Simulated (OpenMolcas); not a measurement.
**Ne4+: the spin-orbit constant, worked from levels**

```
Program             : OpenMolcas 26.06
Basis               : ANO-RCC-VDZP [3s2p1d]
Scalar Hamiltonian  : DKH2, point nucleus
Active space        : 2 electrons in 3 orbitals (2p)
State averaging     : 2S+1 = 3 even, 3 roots; 2S+1 = 1 even, 6 roots
Spin-orbit coupling : state interaction with AMFI integrals over the reference wave functions, term energies averaged over their components
```

Methods: CASSCF; SS-CASPT2, IPEA 0.25 Eh, imaginary shift 0.1 Eh (closed shells correlated: 1s 2s). Measured levels: NIST levels in Podobedova, Fuhr, Reader and Wiese, J. Phys. Chem. Ref. Data 33, 525 (2004).

**The spin-orbit constant.** For the Hund term 3P of p2, E(J) = (A/2) J(J+1) + constant and ζ = 2S·A = 2A. From J = 0 to J = 2 the energy changes by 3 A.

```
   Source  E(2) - E(0)      A    ζ
   CASSCF       1187.6  395.9  792
SS-CASPT2       1189.5  396.5  793
 measured       1110.1  370.0  740
```

All in cm-1. SS-CASPT2 is off by +7.2 % and CASSCF by +7.0 %. Both methods take the spin-orbit matrix elements from the reference wave functions, so the second can move ζ only through the term energies and any multistate remixing. Second-order mixing with other terms is absorbed into this ζ.

With the s shell closed, the reference lacks s² → p² mixing. The basis is small and was not contracted for so high a charge. Measured partners are found by configuration, term and J. A level has none where our copy of the source lacks it or the pairing is in doubt (some pairs that miss far off the trend of their configuration count as doubtful), and it then counts in no deviation. Only configurations of the active space appear.
